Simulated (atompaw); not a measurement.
# Reading a pseudo-wave (dysprosium (Dy))

Columns: radius, all-electron u(r) and pseudo u(r) of the 4f shell (level -34.69 eV) of dysprosium in the configuration [Kr] 4d10 4f9 5s2 5p6 5d0 6s0 6p0; PBE, scalar-relativistic, PAW (atompaw) scheme, atompaw 4.2.0.5.

| r (bohr) | all-electron | pseudo |
| --- | --- | --- |
| 0.115 | 0.1313 | 0.0148 |
| 0.231 | 0.5650 | 0.1864 |
| 0.346 | 0.9287 | 0.6044 |
| 0.462 | 1.0990 | 1.0082 |
| 0.577 | 1.1160 | 1.1139 |
| 0.692 | 1.0519 | 1.0519 |
| 0.808 | 0.9534 | 0.9534 |
| 0.923 | 0.8476 | 0.8476 |
| 1.038 | 0.7456 | 0.7456 |
| 1.154 | 0.6513 | 0.6513 |
| 1.269 | 0.5676 | 0.5676 |
| 1.385 | 0.4931 | 0.4931 |
| 1.500 | 0.4282 | 0.4282 |
| 1.615 | 0.3716 | 0.3716 |
| 1.731 | 0.3218 | 0.3218 |
| 1.846 | 0.2789 | 0.2789 |
| 1.962 | 0.2414 | 0.2414 |
| 2.077 | 0.2092 | 0.2092 |
| 2.192 | 0.1812 | 0.1812 |
| 2.308 | 0.1568 | 0.1568 |
| 2.423 | 0.1358 | 0.1358 |
| 2.538 | 0.1177 | 0.1177 |
| 2.654 | 0.1019 | 0.1019 |
| 2.769 | 0.0883 | 0.0883 |
| 2.885 | 0.0764 | 0.0764 |
| 3.000 | 0.0661 | 0.0661 |

(1) How many radial nodes do the two functions have?

(2) At about which radius was the pseudo-wave matched?

(3) Where does each function peak?

(4) Is the pseudo-wave norm-conserving?

## Answers

(1) The all-electron 4f function has n − l − 1 = 0; the pseudo-wave has 0.

(2) 0.65 bohr, where the columns begin to agree (steps of 0.12 bohr).

(3) Outermost all-electron maximum near 0.58 bohr, pseudo maximum near 0.58 bohr (to the table’s step).

(4) No, it belongs to a PAW set: the norm inside the radius is not constrained, and the difference is carried by the augmentation charge.
